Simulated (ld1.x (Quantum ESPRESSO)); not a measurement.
## Configuration tests for manganese (TM)

```json
{"Element": "manganese", "Generator": "ld1.x (Quantum ESPRESSO) 7.5", "Type": "norm-conserving Troullier–Martins (Kleinman–Bylander form)", "Functional": "LDA (PZ)", "Relativity": "scalar-relativistic", "Frozen core": "[Ar]", "Valence charge": "7", "Reference configuration": "3d5 4s1 4p0 (charge +1)", "Partial waves": "4s (bound): rc 2.45 bohr; 4p (bound, empty): rc 2.70 bohr; 3d (bound): rc 1.90 bohr", "Local potential": "all-electron potential smoothed inside 1.90 bohr (lloc = -1)", "Core correction": "Bessel-smoothed model core inside 1.65 bohr"}
```

Energies are relative to the spin-unpolarised reference configuration 3d5 4s1 4p0; without spin polarisation the order of configurations can differ from experiment. Spin-polarised rows fill each open shell by Hund’s rule, majority spin first. Not all tests gave a result: 1 of 9 tests not solved or not reliable. Left out of the table: 3d5 4s2 4p0 (spin-polarised) (solver errors, printed error -377 eV).

```json
{"valence configuration": "3d5 4s2 4p0", "charge": "0", "ΔE all-electron (eV)": "-8.654", "error AE − PS (meV)": "+2.5"}
{"valence configuration": "3d5 4s0 4p0", "charge": "+2", "ΔE all-electron (eV)": "15.877", "error AE − PS (meV)": "-12"}
{"valence configuration": "3d4 4s0 4p0", "charge": "+3", "ΔE all-electron (eV)": "48.688", "error AE − PS (meV)": "-220"}
{"valence configuration": "3d4 4s2 4p0", "charge": "+1", "ΔE all-electron (eV)": "4.794", "error AE − PS (meV)": "+11"}
{"valence configuration": "3d5 4s1.5 4p0", "charge": "+0.5", "ΔE all-electron (eV)": "-5.188", "error AE − PS (meV)": "+0.7"}
{"valence configuration": "3d3 4s0 4p0", "charge": "+4", "ΔE all-electron (eV)": "99.729", "error AE − PS (meV)": "-947"}
{"valence configuration": "3d5 4s1 4p0 (spin-polarised)", "charge": "+1", "ΔE all-electron (eV)": "-6.108", "error AE − PS (meV)": "+1338"}
```

Q: What are ΔE and the potential's error for 3d5 4s0 4p1?

A: ΔE = 4.816 eV all-electron; the error (AE − PS) is -2.4 meV.

These tests converged, but a pseudo level misses the all-electron one widely, so the file describes the atom poorly there or has found another state: 3d3 4s0 4p0: empty 4s by 11.9 eV.

Note: ghost state, extra bound levels that the all-electron valence spectrum of the same l lacks: s at -1.54 eV. A true bound ghost makes a file unfit for plane-wave use.
